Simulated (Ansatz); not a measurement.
`[NH2][Al]([F])[SH]` + H₂Te → `[NH2][Al]([F])[TeH]` + H₂S  (ligand exchange at the Al–S bond)

Computed with Ansatz on PBE0-D4/def2-TZVP structures; ΔE is electronic, products minus reactants. CCSD(T)/CBS adds triple-zeta CCSD(T) − MP2 to the extrapolated MP2 energy (def2 sets, frozen cores). This one scheme is used for every species. Functionals use def2-TZVPP. HSE06 is defined as in plane-wave codes. def2 core potentials past Kr. For Te outer-core shells are correlated without core-valence functions, which leaves a few kJ/mol of doubt a bond. Each species was taken in one conformer, which may not be the lowest.

**Question.** Is it downhill or uphill in electronic energy at CCSD(T)/CBS, and by how much? (Best estimate.)

**Answer.** Ansatz gave: Downhill: ΔE = -5.1 kJ/mol.

**Question.** What do these levels give: PBE-D4, ωB97X-V, HSE06, RPA@PBE/def2-TZVPP, HF/def2-TZVPP, HF/CBS(def2)? (Estimate.)

**Answer.** Computed: PBE-D4 -2.5, ωB97X-V 0.1, HSE06 -2.8, RPA@PBE/def2-TZVPP -1.1, HF/def2-TZVPP -0.4, HF/CBS(def2) -0.6 kJ/mol.

Largest T1 diagnostic among the species: 0.011.

Leaving LDA and LC-ωPBE aside and taking each functional with its dispersion term where it has one, the values, not all of them listed here, spread over 13.6 kJ/mol, from PBE-QIDH to B97M-V.
